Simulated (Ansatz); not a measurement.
Frontier orbitals of C₃H₈Si₂, SMILES `[SiH3]C=C=C[SiH3]`.

Charge 0, multiplicity 1. Geometry: relaxed with PBE0-D4/def2-TZVP. Basis def2-TZVPP, Ansatz.

```tsv
functional	HOMO (eV)	LUMO (eV)	gap (eV)
PBE	-6.53	-1.26	5.27
BLYP	-6.37	-1.09	5.28
r2SCAN	-6.74	-1.03	5.71
PBE0	-7.65	-0.31	7.34
ωB97M-V	-9.80	1.68	11.48
HF	-10.17	3.19	13.36
```

A quarter of exact exchange (PBE0) shifts PBE's HOMO by −1.12 eV and its LUMO by +0.94 eV; full exchange at long range (ωB97M-V) shifts them by −3.28 and +2.94 eV. The gap opens from 5.27 to 11.49 eV, since occupied levels lose self-interaction and empty ones feel all the electrons. A positive LUMO is unbound and depends on the basis.
